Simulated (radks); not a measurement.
The numbers below are computed, except where a source is named.
Excited configurations of the cadmium ion Cd2+: one electron is placed in a higher orbital outside [Kr] 4d9. The ground configuration is [Kr] 4d10. Code: a radial shooting solver on a logarithmic mesh with Libxc functionals. Model: scalar-relativistic Kohn-Sham, BLYP, spin-unpolarised, spherical densities, finite nucleus; Fermi nuclear charge, rms radius 4.6087 fm. Excitation = E - E(ground); binding = E(ion) - E, where the ion is the core of charge +3; n* = 3/sqrt(2 binding) in atomic units, and the quantum defect is n - n*.

outer orbital	excitation (eV)	binding (eV)	n*	quantum defect	eigenvalue (eV)	<r> (bohr)
4f	29.866	8.031	3.905	0.095	-6.158	5.369
5p	17.263	20.634	2.436	2.564	-16.809	2.867
5f	32.357	5.540	4.701	0.299	-4.466	9.112
6s	25.452	12.445	3.137	2.863	-10.610	5.064
6p	27.621	10.276	3.452	2.548	-8.683	5.853
6d	30.649	7.249	4.110	1.890	-6.012	7.760
6f	33.919	3.978	5.548	0.452	-3.302	13.78
7s	30.530	7.367	4.077	2.923	-6.257	8.538
7p	31.581	6.316	4.403	2.597	-5.379	9.659
7f	34.914	2.983	6.407	0.593	-2.524	19.48

The Delta-SCF ionisation energy is 37.897 eV (NIST Atomic Spectra Database: 37.47 eV, measured). Self-interaction in the functional shifts the binding energies and quantum defects, so they are the method's values and not measured ones. Spin polarisation and multiplet splitting are left out, so open shells lie too high by an amount that depends on their filling.

Beside tabulated values, note that spin-unpolarised runs miss the spin-polarisation part of the exchange energy of open shells.
